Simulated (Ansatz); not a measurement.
Born–Oppenheimer molecular dynamics of ClH4Sn (6 atoms, charge 0, multiplicity 2). It starts at the highest image of a converged band, a first-order saddle point between two minima.

Theory: UKS PBE-D4/def2-SVP (Ansatz 0.2.0).

```
ensemble                      : NVE (velocity Verlet)
time step                     : 0.5 fs
steps asked                   : 200
starting velocities drawn for : 300 K
seed                          : 7968
```

First frame:

```xyz
6
Properties=species:S:1:pos:R:3
Sn 0.001 0.000 -0.003
Cl 0.005 0.000 2.469
H 1.653 0.000 -0.506
H -0.826 1.431 -0.501
H -0.826 -1.431 -0.501
H -0.004 0.000 4.293
```

Task: What does the run give?

Result: The run went to its last step.

```
steps done                                               : 200
time covered                                             : 100 fs
mean temperature over the second half                    : 345 K
spread of the potential energy over the second half      : 2.9 meV per atom
mean potential energy of the second half above the start : -3.9 meV per atom
```

The conserved energy stayed within 0.054 meV per atom of its start (net change 0.012 meV per atom), so the integration is sound. A run of 0.1 ps of so small a system gives no equilibrium averages.

Task: What happens to the structure?

Result: Between its relaxed ends the band would form Cl2–H6 and break Sn1–Cl2. These pairs go: Cl2–H6 1.82 → 4.82 Å, Sn1–Cl2 2.47 → 2.43 Å. In the last frame they stand as before the step (other bonds may differ from the relaxed reactants and products). It ends as ClH3Sn + H. Pairs count as bonded within 1.25 times the sum of covalent radii (0.12 Å more for H–H). This is one draw of velocities; another would differ in detail.

Task: How do temperature and energy run in time?

Result: 
```tsv
time (fs)	T (K)	potential energy less start (eV)	conserved less start (meV/atom)
0	300	0.000	0.00
5	198	0.053	0.05
10	210	0.047	0.00
15	99	0.104	0.04
20	116	0.095	0.03
25	142	0.082	0.03
30	212	0.046	0.03
35	338	-0.020	0.01
40	357	-0.029	0.04
45	458	-0.082	0.00
50	379	-0.041	0.05
55	374	-0.038	0.01
60	300	0.000	0.04
65	321	-0.011	0.02
70	363	-0.032	0.01
75	335	-0.018	0.04
80	361	-0.031	0.01
85	293	0.004	0.05
90	358	-0.030	0.01
95	343	-0.022	0.04
100	404	-0.054	0.01
```

Time of the run: 10 min on 1 thread of Intel(R) Xeon(R) Platinum 8259CL CPU @ 2.50GHz (Skylake/Cascade Lake), on a shared host, peak memory 0.15 GiB.
